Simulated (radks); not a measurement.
Results of a calculation; reference values are marked as such.
Fractional charge and spin in the 6s shell of tantalum: the spin-up occupation runs from 0 to 1 and the spin-down occupation from 0 to 1; the fullest corner is Ta, [Xe] 4f14 5d(up 1.5, down 1.5) 6s(up 1, down 1). Code: a radial shooting solver on a logarithmic mesh with Libxc functionals. Model: scalar-relativistic Kohn-Sham, PBE, spin-polarised, spherical densities, point nucleus. Energy (eV) minus the two flat planes that join the four corners (they meet along the diagonal where the two added fractions sum to one electron); zero is where a piecewise linear energy would lie.

down \ up       0    0.25     0.5    0.75       1
0           0.000  -0.606  -0.804  -0.600   0.000
0.25       -0.606  -0.749  -0.494   0.153  -0.542
0.5        -0.804  -0.494   0.204  -0.444  -0.717
0.75       -0.600   0.153  -0.444  -0.671  -0.534
1           0.000  -0.542  -0.717  -0.534   0.000

Corners above the fullest one (they belong to Ta+ and the next ion): (up 1, down 0) 8.263 eV, (up 0, down 1) 8.263 eV, (up 0, down 0) 23.440 eV. With half an added electron in each spin the energy lies 0.204 eV from the planes, and with half an added electron in spin up alone -0.804 eV. The planes are only a guide here: the flat-plane condition holds for ground states with one frontier orbital, while this shell lies below other occupied shells, so the corners above the fullest one are inner-hole states and not the ground states of those ions.
